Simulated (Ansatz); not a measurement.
Isolated molecules relaxed with PBE0-D4/def2-TZVP in Ansatz; ΔE leaves out vibrations. CBS: MP2 limit from def2 TZ/QZ plus the TZ coupled-cluster correction, frozen cores. DFT in def2-TZVPP. Each species was taken in one conformer, which may not be the lowest.

`CC[Si]N` → `C=C[SiH2]N`  (isomerisation)

`CC[Si]N`:

```xyz
11

C     0.806   -0.755   -0.525
C    -0.702   -0.578   -0.609
Si   -1.591    0.771    0.417
N    -0.254    1.463    1.224
H     1.127   -0.994    0.493
H     1.162   -1.564   -1.169
H     1.335    0.152   -0.834
H    -1.216   -1.515   -0.349
H    -1.013   -0.394   -1.648
H    -0.367    2.230    1.868
H     0.712    1.183    1.133
```

`C=C[SiH2]N`:

Cartesian coordinates in Å:
```
C -0.170 -1.749 0.274
C -0.450 -0.635 0.945
Si -0.099 1.070 0.277
N 0.615 1.102 -1.282
H -0.378 -2.739 0.671
H 0.285 -1.713 -0.713
H -0.906 -0.730 1.931
H 0.823 1.763 1.217
H -1.383 1.821 0.209
H 0.074 0.923 -2.111
H 1.588 0.888 -1.418
```

CCSD(T)/CBS gives -4.8 kcal/mol.

**Question.** Another level gave -4.9 kcal/mol. Which?
A. PBE/def2-TZVPP
B. r2SCANh/def2-TZVPP
C. B97M-V/def2-TZVPP
D. PBE0/def2-TZVPP

**Answer.** B. r2SCANh -4.9, PBE -1.1, B97M-V -3.4, PBE0 -2.3 kcal/mol.

**Question.** What do rigid-rotor, harmonic-oscillator terms from PBE0-D4/def2-TZVP frequencies (298.15 K, 1 bar) make of the CCSD(T)/CBS value? (Estimate.)

**Answer.** Computed: ΔZPE = -4.1 kcal/mol, ΔH = -8.5 kcal/mol, ΔS = 8 J/(mol·K), ΔG = -9.1 kcal/mol.

Largest T1 diagnostic among the species: 0.013.

From PBE to PBE0 (25 % exact exchange), in def2-TZVPP and without D4, ΔE moves by −1.2 kcal/mol. In def2-TZVPP, CCSD(T) changes the Hartree–Fock value by +6.9 kcal/mol (the triples alone add +0.2 kcal/mol) and MP2 by +6.2 kcal/mol.
